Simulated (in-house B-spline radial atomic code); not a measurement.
Checks on a self-consistent run for the praseodymium ion Pr¹²⁺, [Ar] (3d3/2)4 (3d5/2)5 4s2 4p6 4d10 5s1 5p1. Method: Dirac-Hartree-Fock, average of the jj configuration, Fermi nucleus of rms radius 4.8919 fm. Calculated with a B-spline radial code for spherical atoms.

| orbital | q | ε (Eh) | <1/r> | <r²> | small-component weight |
| --- | --- | --- | --- | --- | --- |
| 1s1/2 | 2 | -1562.19946 | 64.6845 | 0.000789392 | 0.0478 |
| 2s1/2 | 2 | -263.95711 | 15.307 | 0.0124389 | 0.010446 |
| 2p1/2 | 2 | -249.45916 | 15.2433 | 0.00914676 | 0.010436 |
| 2p3/2 | 4 | -231.58722 | 13.7696 | 0.0103841 | 0.0097987 |
| 3s1/2 | 2 | -66.00931 | 5.588 | 0.0829866 | 0.0032813 |
| 3p1/2 | 2 | -59.89203 | 5.49392 | 0.0780595 | 0.0032135 |
| 3p3/2 | 4 | -56.09897 | 5.12244 | 0.0852024 | 0.0030362 |
| 3d3/2 | 4 | -45.70898 | 4.98578 | 0.0688129 | 0.0029064 |
| 3d5/2 | 5 | -44.89338 | 4.86313 | 0.0724781 | 0.0028237 |
| 4s1/2 | 2 | -20.31351 | 2.35113 | 0.411768 | 0.0010437 |
| 4p1/2 | 2 | -17.85910 | 2.25695 | 0.432665 | 0.00098289 |
| 4p3/2 | 4 | -16.99832 | 2.14427 | 0.46527 | 0.00093336 |
| 4d3/2 | 4 | -12.87069 | 1.96188 | 0.516235 | 0.00080529 |
| 4d5/2 | 6 | -12.69253 | 1.95721 | 0.528255 | 0.00081759 |
| 5s1/2 | 1 | -8.18151 | 1.08837 | 1.72192 | 0.00033912 |
| 5p1/2 | 0.33333 | -7.35558 | 1.02473 | 1.91438 | 0.00030949 |
| 5p3/2 | 0.66667 | -7.14699 | 0.986557 | 2.02703 | 0.00029602 |

Electron-electron repulsion V_ee = 2916.0099 hartree.

(1) What total energy follows from the eigenvalues?

(2) Does the Dirac virial theorem hold?

(3) What diamagnetic shielding (Lamb formula) and susceptibility (Langevin formula) do the radii give?

Answers

(1) The eigenvalues count the repulsion twice, so E = Σqε - V_ee = -6248.456 - 2916.010 = -9164.466 hartree; the run printed -9164.466.

(2) For a point nucleus E = -2c²Σq·w, with w the small-component weight. Here Σq·w = 0.24399 and c = 137.0360, so the ratio E/(-2c²Σq·w) is 1.000092; the finite nucleus accounts for the departure from 1.

(3) σ = (α²/3)Σq<1/r> = 371.932/(3·137.036²) = 6602 ppm, and χ = -0.79199×10⁻⁶·Σq<r²> = -10.99×10⁻⁶ cm³/mol with Σq<r²> = 13.883 bohr². Both are non-relativistic formulas without the paramagnetism of open shells; for so heavy an element the full relativistic shielding is larger by tens of per cent.
